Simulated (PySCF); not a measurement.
# Correlation energy of Nb (niobium, neutral)

[Kr] 4d4 5s1, high-spin 6D determinant. Computed with PySCF 2.14 in def2-QZVPPD with the def2 core potential (28 electrons), with a scalar-relativistic core potential. Frozen: 4s2 4p6; 5 electrons correlated.

```csv
level,correlation energy (mhartree)
CCSD,-62.00
(T),-1.85
CCSD(T),-63.85
```

Diagnostics: T1 = 0.011, D1 = 0.0278, largest double amplitude 0.021.

Q: Is a single reference adequate?

A: Yes, within this model without spin-orbit coupling: T1 lies below 0.03 and no double amplitude reaches 0.07.
